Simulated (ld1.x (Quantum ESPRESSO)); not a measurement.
# V: one change to a TM potential, before and after

```json
{"Element": "vanadium", "Generator": "ld1.x (Quantum ESPRESSO) 7.5", "Type": "norm-conserving Troullier–Martins (Kleinman–Bylander form)", "Functional": "PBE", "Relativity": "non-relativistic", "Frozen core": "[Ne] 3s2", "Valence charge": "11", "Reference configuration": "3p6 3d2 4s0 4p0 (charge +3)", "Partial waves": "3p (bound): rc 1.15 bohr; 3d (bound): rc 1.75 bohr; 4s (bound, empty): rc 1.70 bohr", "Local potential": "the s channel", "Core correction": "Bessel-smoothed model core inside 0.85 bohr"}
```

Change: all radii but the core radius scaled by about 1.39 (s 2.36, p 1.60, d 2.44 bohr).

Cutoffs: the cutoffs (Ry, on a coarse ladder) from which the occupation-weighted sum of valence levels, in a spherical-Bessel basis at the reference potential, stays within 10 and 1 mRy of its value at 400 Ry; they do not see the model core or the augmentation charge, which bear on the density cutoff. Errors are all-electron minus pseudo energies relative to the spin-unpolarised reference configuration.

Problem. Predict the effect on cutoff, ghosts and configuration errors.

Solution. The potential gets softer (80 Ry and 110 Ry → 50 Ry and 90 Ry); of the 7 tests that both files solve, the error grows in 2 and shrinks in 3 by more than 15 % and 0.3 meV (median size 147.9 → 59.9 meV); neither file shows a bound ghost at the reference potential, the only one tested. A larger radius leaves more room for a smooth pseudo-wave, so fewer plane waves are needed.

| quantity | base | changed |
| --- | --- | --- |
| cutoff, loose | 80 Ry | 50 Ry |
| cutoff, tight | 110 Ry | 90 Ry |
| loose cutoff by channel (10 mRy a level) | p 40 Ry, d 70 Ry | p 40 Ry, d 40 Ry |
| bound ghosts | none | none |
| error for 3p6 3d3 4s2 4p0, meV [ΔE -50.90 eV] | +68 | +60 |
| error for 3p6 3d3 4s1 4p0, meV [ΔE -43.24 eV] | -72 | +41 |
| error for 3p6 3d3 4s0 4p0, meV [ΔE -29.07 eV] | -209 | +24 |
| error for 3p6 3d2 4s2 4p0, meV [ΔE -39.70 eV] | +80 | -2.8 |
| error for 3p6 3d1 4s0 4p0, meV [ΔE 46.11 eV] | -148 | +314 |
| error for 3p6 3d3 4s0 4p1, meV [ΔE -39.23 eV] | -877 | -887 |
| error for 3p6 3d2 4s2 4p1, meV [ΔE -44.91 eV] | -519 | -790 |

Base: These tests converged, but a pseudo level misses the all-electron one widely, so the file describes the atom poorly there or has found another state: 3p6 3d1 4s0 4p0: empty 4p by 3.2 eV (a node warning on the way). Changed file: These tests converged, but a pseudo level misses the all-electron one widely, so the file describes the atom poorly there or has found another state: 3p6 3d1 4s0 4p0: empty 4p by 4.0 eV (a node warning on the way).
